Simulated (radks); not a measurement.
Neutral chromium inside a hard spherical wall (all orbitals vanish at R), configuration held at [Ar] 3d5 4s1 and not refilled when levels cross. Method: non-relativistic Kohn-Sham, PBEsol, spin-polarised, spherical densities, point nucleus; open shells are filled with parallel spins first; computed with a radial shooting solver on a logarithmic mesh with Libxc functionals. Eigenvalues in eV for spin up, with the zero of energy where the potential of the charges vanishes at infinity; a dash marks a level that is unbound or too diffuse for the functional's potential to be trusted. A positive occupied level is held by the wall or, in an anion where self-interaction has pushed it up, behind a barrier. The pressure on the wall is -dE/dV.

R (bohr)  E (hartree)  kinetic (hartree)    e(3s)    e(3p)   e(4s)   e(3d)  e(4p, empty)  e(5s, empty)  pressure (GPa)
free      -1043.17514           1042.197  -73.083  -45.800  -4.388  -3.830        -1.172             -               0
15        -1043.17514           1042.197  -73.083  -45.800  -4.388  -3.829        -1.164         0.310        < 0.0001
10        -1043.17468           1042.201  -73.041  -45.759  -4.353  -3.790        -1.001         1.990          0.0115
6         -1043.14302           1042.369  -71.925  -44.652  -3.180  -2.764         1.197        12.637            2.25
5         -1043.07855           1042.639  -70.519  -43.272  -1.377  -1.471         3.875        22.734            10.2
2         -1036.07351           1065.532  -33.901   -5.997  106.68  40.890        123.05        327.24            8930
1.5       -1019.58417           1113.164   15.813   46.740  282.75  97.666        296.59        708.54           65700
